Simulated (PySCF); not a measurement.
Tb²⁺: excitation energy

Tb²⁺ [Xe] 4f9 (high-spin determinant) → Tb²⁺ [Xe] 4f8 5d1 (high-spin determinant), as a difference of total energies. Computed with PySCF 2.14 in cc-pVDZ-X2C (8s7p5d3f1g, 84 functions), with scalar relativity by spin-free X2C-1e. Correlated levels: valence: [Kr] 4d10 frozen; valence and next inner shell: [Ar] 3d10 frozen. The calculations carry no spin-orbit coupling.

```csv
method,excitation energy (cm⁻¹)
UHF,-18815
LDA,18393
PBE,17543
PBE0,9543.9
r2SCAN,12026
BP86,18427
B2PLYP,6954.1
r2SCAN0,5776.3
MP2 (valence),4044.3
SCS-MP2 (valence),3225.7
MP2 (valence and next inner shell),6595.8
SCS-MP2 (valence and next inner shell),5211.5
```

A first-order spin-orbit estimate (lowest level to lowest level, LS coupling) adds 0.364 eV.

The determinant of the upper state and of the lower state mixes LS terms, which raises its energy above the lowest term, most at the Hartree-Fock and MP2 levels.
